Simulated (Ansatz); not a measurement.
A geometry relaxed with B3LYP-D3(BJ)/def2-TZVP in Ansatz (a program for electronic structure), charge 0, multiplicity 1:

```xyz
10

H     -1.6549    -1.0935     1.3131
H      3.1351     0.1135     0.1848
O     -0.6346    -0.0342    -0.7855
H     -2.0336     1.2624     0.9176
H      1.3619     0.0474    -2.3254
H      1.7848     0.0558     1.4276
C      2.0717     0.0715     0.3851
Si    -1.8965    -0.0643     0.2781
H     -3.1170    -0.3885    -0.4872
Si     0.9831     0.0300    -0.9081
```

Question: Write the SMILES of this molecule.

Answer: `C=[SiH]O[SiH3]`
